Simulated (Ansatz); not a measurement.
Ideal-gas functions of H₂O₄W, SMILES `[O]=[W](=[O])([OH])[OH]` at 400 K and 1 bar, from an Ansatz frequency run at PBE0-D4/def2-TZVP.

Molar mass 249.85 g/mol, point group C2 (symmetry number 2), electronic degeneracy 1, moments of inertia 132.982, 148.624, 156.906 u Å². Harmonic wavenumbers (cm⁻¹, unscaled): 204, 221, 225, 257, 268, 290, 364, 608, 627, 742, 745, 1012, 1056, 3904, 3908.

Use S(trans) = R[1.5 ln M + 2.5 ln T − 1.1517]; rotational temperatures θ = 24.2544 K / I; S(rot) = R[ln(√π/σ · √(T³/θAθBθC)) + 1.5]; for each mode x = 1.438777 ν̃/T, S = R[x/(eˣ − 1) − ln(1 − e⁻ˣ)] and H = RT x/(eˣ − 1); 1 cm⁻¹ = 0.0119627 kJ/mol; R = 8.31446 J/(mol·K).

By hand: the entropy, in J/(mol·K).

Translation 183.8. Rotation: θ = 0.1824, 0.1632, 0.1546 K, giving 108.6. Vibration, mode by mode: 11.07, 10.44, 10.30, 9.26, 8.93, 8.33, 6.64, 3.29, 3.12, 2.25, 2.23, 1.04, 0.91, 0.00, 0.00, in all 77.8. Electronic 0.0. Sum 370.2 J/(mol·K).

By hand: H − E and G − E in kJ/mol, counted from the electronic energy.

Zero-point energy ½ × 14431 × 0.0119627 = 86.3; thermal vibration 17.8; translation, rotation and pV give 4 RT = 13.3. H − E = 117.4 kJ/mol, and G − E = 117.4 − 400 × 370.2/1000 = -30.7 kJ/mol.

Vibration gives 21 % of the entropy. The sum counts one conformer and one mirror image; others add a mixing term.
